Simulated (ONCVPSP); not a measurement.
**Pseudopotential generation for Te: ONCV, LDA (Perdew-Wang 92), fully relativistic.**

ONCVPSP 4.0.1 input, shortened (lines: element, Z, core and valence counts, functional; n l f; lmax; l rc ep ncon nbas qcut; lloc lpopt rc5 dvloc0; l nproj debl; icmod fcfact rcfact), LDA (Perdew-Wang 92), fully relativistic:

```
  Te 52.00    7    4  -001012      upf
    1    0    2.00
    2    0    2.00
    2    1    6.00
    3    0    2.00
    3    1    6.00
    3    2   10.00
    4    0    2.00
    4    1    6.00
    4    2   10.00
    5    0    2.00
    5    1    2.00
    2
    0    1.40    0.00    5    8    3.60
    1    1.20    0.00    4    8   12.80
    2    1.30    0.00    4    8   10.70
    4    5    1.15    0.00
    0    2    4.00
    1    2    1.30
    2    1    2.10
    0    0.00    0.00
```

Open shells are filled in proportion to 2j + 1.

All-electron outer shells of the reference configuration (LDA (PZ), scalar-relativistic, ld1.x):

| shell | level (eV) | outermost node (bohr) | outermost maximum (bohr) |
| --- | --- | --- | --- |
| 3d | -579.92 | – | 0.24 |
| 4s | -183.49 | 0.38 | 0.70 |
| 4p | -133.67 | 0.38 | 0.74 |
| 4d | -61.08 | 0.36 | 0.81 |
| 5s | -33.07 | 0.91 | 1.75 |
| 5p | -22.59 | 0.99 | 2.04 |

(1) Does the generator finish with these settings?

Results:

(1) No. ONCVPSP 4.0.1 stopped with "optimize: ERROR ps0norm > uunorm, code will stop": the continuity conditions at rc already need more norm inside rc than the all-electron wave has, so norm conservation cannot be met. It happened in the s channel.
